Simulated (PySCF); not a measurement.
Work out the structure from these simulated measurements.

Formula: C4H11NO2Si.

- Dipole: 0.43 D [PBE0/def2-SVPD]
- Triplet: lowest triplet excitation (Tamm–Dancoff): 3.43 eV [TDA PBE0/def2-SVPD]
- UV, first state: lowest singlet excitation: 4.25 eV (292 nm, f = 0.002) [TDDFT PBE0/def2-SVPD]
- NMR, other nuclei: isotropic shieldings of nuclei other than C and H, by class: -173 (1 N), 313 (2 O), 402 (1 Si) ppm [GIAO PBE0/pcSseg-1]
- Rotational structure: rotational constants A, B, C: 2.463, 1.034, 0.769 GHz [GFN2-xTB]
- UV, strongest line: among the 6 lowest singlet transitions: S4 at 6.55 eV (189 nm, f = 0.040) [TDDFT PBE0/def2-SVPD]
- 13C NMR: chemical shifts (computed TMS as zero) by class: 184.9 (1 C), 58.1 (1 C), 52.2 (2 C) ppm [GIAO PBE0/pcSseg-1]
- 1H NMR: chemical shifts (computed TMS as zero) by class: 8.50 (1 H), 4.76 (1 H), 3.99 (6 H), 3.76 (3 H) ppm [GIAO PBE0/pcSseg-1]
- Polarisability: 90.7 au [PBE0/def2-SVPD]

Gas-phase values; electronic properties from PySCF, density fitting. Levels stand in brackets. NMR shifts are as computed; neighbouring signals can stand in another order in a measured spectrum. The structure is a single GFN2-xTB conformer in the gas phase; no vibrational or solvent corrections. Each NMR value is the plain mean over a class of atoms that symmetry, rotation or inversion makes alike.

Task: Propose a structure and show how it fits.

Result: Numbering: `[CH3:1]/[N:2]=[CH:3]/[SiH:4]([O:5][CH3:6])[O:7][CH3:8]`. Its formula, C4H11NO2Si, gives 1 degree of unsaturation: 0 rings and 1 π bond in the structure found. 4 carbons fall into 3 classes; from least to most shielded: C=N carbon [C3] (184.9 ppm), N-methyl carbon [C1] (58.1 ppm), methoxy carbon [C6/C8] (52.2 ppm, 2 C). Hydrogen classes from least to most shielded: 1 H on a C=N carbon, C3 (8.50 ppm), 1 H on an oxygen-bound silicon, Si4 (4.76 ppm), 6 H on 2 methoxy carbons, C6/C8 (3.99 ppm, a mean of values up to 0.9 ppm apart in this geometry), 3 H on an N-methyl carbon, C1 (3.76 ppm, a mean of values up to 1.4 ppm apart in this geometry). The other shieldings belong to: -173 ppm, C=N nitrogen [N2]; 313 ppm, silyl ether oxygen [O5/O7]; 402 ppm, oxygen-bound silicon [Si4]. S1 is mainly HOMO→LUMO (weight 0.97); the largest Löwdin shares of the orbital it empties are 0.44 on the C=N nitrogen, 0.16 on the C=N carbon, 0.08 on the N-methyl carbon and 0.07 on the hydrogen on a C=N carbon, of the orbital it fills 0.34 on the C=N nitrogen, 0.33 on the C=N carbon, 0.12 on the oxygen-bound silicon and 0.06 on the hydrogen on a C=N carbon. The optimised geometry has point group C1 and is an asymmetric top. Structure: `C/N=C/[SiH](OC)OC`. Computed isomers that give other values at the same levels: `CC(=O)O[SiH2]N(C)C` (13C chemical shifts (computed TMS as zero) by class: 176.2 (1 C), 38.0 (2 C), 24.4 (1 C) ppm); `C[C@@H](O)/C(CO)=N/[SiH3]` (13C chemical shifts (computed TMS as zero) by class: 199.7 (1 C), 76.7 (1 C), 66.0 (1 C), 24.7 (1 C) ppm); `C=CCO[Si@@](C)(N)O` (13C chemical shifts (computed TMS as zero) by class: 143.4 (1 C), 119.3 (1 C), 65.5 (1 C), -1.9 (1 C) ppm). The assignments are read from this structure; whether some other isomer fits the data as well wasn't checked.

The values belong to the conformer `[CH3:1]/[N:2]=[CH:3]/[SiH:4]([O:5][CH3:6])[O:7][CH3:8]`: N2–C3–Si4–O5 50°, C3–Si4–O5–C6 -54°, C3–Si4–O7–C8 -177°.
